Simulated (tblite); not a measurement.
Species: C7H12S.
Structure used (GFN2-xTB), in Å, numbered top down from 1:
```
atom  x, y, z in Å
C1     2.6593   -0.4351    0.3601
C2     1.2333   -0.8965    0.3137
S3     0.9382   -2.4355    0.8208
C4     0.2287    0.0079   -0.1838
C5     0.7110    1.1639   -1.0285
C6    -1.0998   -0.0766    0.1009
C7    -2.0380    0.9660   -0.4286
C8    -1.7239   -1.1331    0.9433
H9     3.1179   -0.5123   -0.6270
H10    3.2235   -1.0766    1.0330
H11    2.7352    0.5979    0.6952
H12    0.0437    1.3169   -1.8734
H13    1.7056    0.9869   -1.4220
H14    0.7304    2.0866   -0.4472
H15   -2.0896    0.9156   -1.5171
H16   -3.0418    0.8258   -0.0377
H17   -1.7011    1.9683   -0.1649
H18   -1.0961   -1.3862    1.7974
H19   -1.8377   -2.0514    0.3664
H20   -2.7041   -0.8219    1.2963
```

Calculated harmonic vibrations of the isolated species, GFN2-xTB (tblite), most abundant isotopes, no scaling. Against measured fundamentals such values can be off by several per cent, at times by over 20. One conformer, not necessarily the lowest.

Harmonic wavenumbers (cm⁻¹): 34.5, 91.5, 128.3, 161.6, 203.6, 207.2, 253.5, 272.4, 319.0, 371.0, 409.5, 438.6, 463.6, 525.4, 570.6, 670.0, 852.6, 932.2, 970.1, 983.4, 1001.6, 1019.5, 1028.9, 1052.3, 1092.0, 1144.1, 1194.4, 1242.3, 1329.5, 1385.2, 1392.7, 1404.7, 1409.4, 1454.0, 1460.9, 1467.9, 1472.2, 1477.8, 1484.2, 1493.9, 1513.9, 1586.5, 2981.1, 2985.1, 2986.9, 2990.2, 3006.6, 3012.2, 3015.3, 3031.5, 3034.8, 3045.1, 3053.5, 3079.8.

A = 2317, B = 1395, C = 910.9 MHz; mass 128.066 u (most abundant isotopes); point group C1, symmetry number 1.

Question: Zero-point energy?

Answer: Half the sum of the wavenumbers: 37094 cm⁻¹ = 106.06 kcal/mol.

Question: Entropy at 200 K, 1 bar (ideal gas, RRHO, classical rotation)?

Answer: Translation 38.50, rotation 27.89, vibration 19.39: S = 85.8 cal/(mol K).

Question: And Cp and H(200 K) − H(0)?

Answer: Cp = 29.56 cal/(mol K), of which vibrations give 21.61 (their classical limit is 54 R = 107.3); H(200 K) − H(0) = 3.74 kcal/mol without the zero-point energy, 2.15 from vibrations.

Question: What must be added to the electronic energy to get the Gibbs energy at 200 K and 1 bar?

Answer: ZPE + [H(200 K) − H(0)] − T·S = 106.06 + 3.74 − 17.16 = 92.64 kcal/mol.

Question: Blend soft modes into free rotors: weight 1/[1 + (100 cm⁻¹/ν̃)⁴] for the oscillator and the rest for a rotor with moment μB/(μ + B), μ = h/(8π²ν), B = 10⁻⁴⁴ kg m². What vibrational entropy results?

Answer: 18.08 cal/(mol K) in place of 19.39, which changes −T·S at 200 K by +0.26 kcal/mol.

Question: Which modes carry the vibrational entropy at 200 K?

Answer: 34.5 cm⁻¹: 4.76; 91.5 cm⁻¹: 2.85; 128.3 cm⁻¹: 2.22; 161.6 cm⁻¹: 1.80; 203.6 cm⁻¹: 1.40; 207.2 cm⁻¹: 1.37 cal/(mol K); the other 48 give 5.00 together.

Question: How do the functions run with temperature in this model?

Answer: 
```json
{"T (K)": "50", "S (cal/(mol K))": "58.4", "Cp (cal/(mol K))": "12.6", "H − H(0) (kcal/mol)": "0.49", "G − H(0) (kcal/mol)": "-2.43", "ln q(vib)": "0.58"}
{"T (K)": "100", "S (cal/(mol K))": "69.2", "Cp (cal/(mol K))": "19.1", "H − H(0) (kcal/mol)": "1.29", "G − H(0) (kcal/mol)": "-5.63", "ln q(vib)": "1.70"}
{"T (K)": "298.15", "S (cal/(mol K))": "99.3", "Cp (cal/(mol K))": "38.8", "H − H(0) (kcal/mol)": "7.09", "G − H(0) (kcal/mol)": "-22.51", "ln q(vib)": "6.99"}
{"T (K)": "373.15", "S (cal/(mol K))": "108.8", "Cp (cal/(mol K))": "45.9", "H − H(0) (kcal/mol)": "10.27", "G − H(0) (kcal/mol)": "-30.31", "ln q(vib)": "8.98"}
{"T (K)": "500", "S (cal/(mol K))": "123.8", "Cp (cal/(mol K))": "57.0", "H − H(0) (kcal/mol)": "16.81", "G − H(0) (kcal/mol)": "-45.07", "ln q(vib)": "12.29"}
{"T (K)": "750", "S (cal/(mol K))": "150.2", "Cp (cal/(mol K))": "73.3", "H − H(0) (kcal/mol)": "33.24", "G − H(0) (kcal/mol)": "-79.41", "ln q(vib)": "18.58"}
{"T (K)": "1000", "S (cal/(mol K))": "172.9", "Cp (cal/(mol K))": "84.4", "H − H(0) (kcal/mol)": "53.05", "G − H(0) (kcal/mol)": "-119.86", "ln q(vib)": "24.47"}
```

q(vib) and H(0) count from the zero-point level.

Hindered rotation and anharmonicity are outside this model. Other conformers, if any are populated, would add a mixing term that is left out. The structure is chiral; the term R ln 2 for an equal mix with its mirror image is left out.
